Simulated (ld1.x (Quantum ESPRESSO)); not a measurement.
## Which change was made? (Rb, TM)

rubidium (Rb), norm-conserving Troullier–Martins (Kleinman–Bylander form), made with ld1.x (Quantum ESPRESSO) 7.5 (PBE, scalar-relativistic). Core [Ar] 3d10 4s2, reference 4p6 4d1 5s0 5p0. Waves: 5s (bound, empty): rc 3.25 bohr; 4p (bound): rc 2.25 bohr; 4d (bound): rc 4.20 bohr. Local part: all-electron potential smoothed inside 2.20 bohr (lloc = -2). Core correction: a·sin(br)/r model core inside 1.70 bohr.

Cutoffs, loose and tight: the cutoffs (Ry, on a coarse ladder) from which the occupation-weighted sum of valence levels, in a spherical-Bessel basis at the reference potential, stays within 10 and 1 mRy of its value at 400 Ry. They do not see the model core or the augmentation charge, which bear on the density cutoff. Test errors are all-electron minus pseudo excitation energies from the reference, over the configurations 4p6 4d0 5s1 5p0; 4p6 4d0 5s0 5p0; 4p6 4d0 5s0.5 5p0; 4p6 4d0.5 5s0.5 5p0; 4p5 4d0 5s1 5p0; 4p6 4d0 5s0 5p1; variants that change the core or the reference have their own tests. The largest error is taken over the tests solved by every variant that gives reliable tests at all, those not shown here included: 4p6 4d0 5s0 5p0; 4p6 4d0 5s0 5p1; 4p6 4d0 5s0.5 5p0; 4p6 4d0 5s1 5p0; 4p6 4d0.5 5s0.5 5p0.

The base gives: outcome: generated; cutoff, loose: 15 Ry; cutoff, tight: 30 Ry; bound ghosts: s; largest test error (meV): +2.3.

Q: After one change the result is: outcome: generated; cutoff, loose: 25 Ry; cutoff, tight: 35 Ry; bound ghosts: s; largest test error (meV): +3.4. Which change was it?
A. all radii but the core radius scaled by about 1.39 (s 4.52, p 3.12, d 5.84 bohr); local potential all-electron potential smoothed inside 3.06 bohr (lloc = -2)
B. all radii but the core radius scaled by about 1.22 (s 3.96, p 2.74, d 5.10 bohr); local potential all-electron potential smoothed inside 2.68 bohr (lloc = -2)
C. all radii but the core radius scaled by about 0.76 (s 2.46, p 1.70, d 3.18 bohr); local potential all-electron potential smoothed inside 1.66 bohr (lloc = -2)
D. all radii but the core radius scaled by about 0.92 (s 2.98, p 2.06, d 3.84 bohr); local potential all-electron potential smoothed inside 2.02 bohr (lloc = -2)
E. all radii but the core radius scaled by about 0.84 (s 2.72, p 1.88, d 3.50 bohr); local potential all-electron potential smoothed inside 1.84 bohr (lloc = -2)

A: D. The others give: all radii but the core radius scaled by about 0.76 (s 2.46, p 1.70, d 3.18 bohr); local potential all-electron potential smoothed inside 1.66 bohr (lloc = -2) → outcome: generated; cutoff, loose: 35 Ry; cutoff, tight: 70 Ry; bound ghosts: s; largest test error (meV): +1.3 | all radii but the core radius scaled by about 0.84 (s 2.72, p 1.88, d 3.50 bohr); local potential all-electron potential smoothed inside 1.84 bohr (lloc = -2) → outcome: generated; cutoff, loose: 30 Ry; cutoff, tight: 50 Ry; bound ghosts: s; largest test error (meV): +12 | all radii but the core radius scaled by about 1.22 (s 3.96, p 2.74, d 5.10 bohr); local potential all-electron potential smoothed inside 2.68 bohr (lloc = -2) → outcome: generated; cutoff, loose: 15 Ry; cutoff, tight: 18 Ry; bound ghosts: none; largest test error (meV): +7.3 | all radii but the core radius scaled by about 1.39 (s 4.52, p 3.12, d 5.84 bohr); local potential all-electron potential smoothed inside 3.06 bohr (lloc = -2) → outcome: generated; cutoff, loose: 15 Ry; cutoff, tight: 21 Ry; bound ghosts: none; largest test error (meV): -21.
